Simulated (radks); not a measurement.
Xe, configuration [Xe]. Calculated with a radial shooting solver on a logarithmic mesh with Libxc functionals: scalar-relativistic Kohn-Sham, BLYP, spin-polarised, spherical densities, finite nucleus; Fermi nuclear charge, rms radius 4.7859 fm. Some entries of the table are withheld. Estimate them.

orbital  occ.  eigenvalue (eV)  <r> (bohr)
1s          2        -34375.24         (1)
2s          2        -5349.831      0.1146
2p          6        -4800.927      0.1003
3s          2              (2)      0.3065
3p          6        -916.5886         (3)
3d         10        -653.5232      0.2809
4s          2        -197.1336      0.7167
4p          6              (4)      0.7650
4d         10         -59.1739      0.8774
5s          2         -19.6062         (5)
5p          6          -8.0533       2.321

Answer. 
(1) 1s <r> (bohr): 0.02666
(2) 3s eigenvalue (eV): -1093.866
(3) 3p <r> (bohr): 0.3044
(4) 4p eigenvalue (eV): -140.9869
(5) 5s <r> (bohr): 1.858
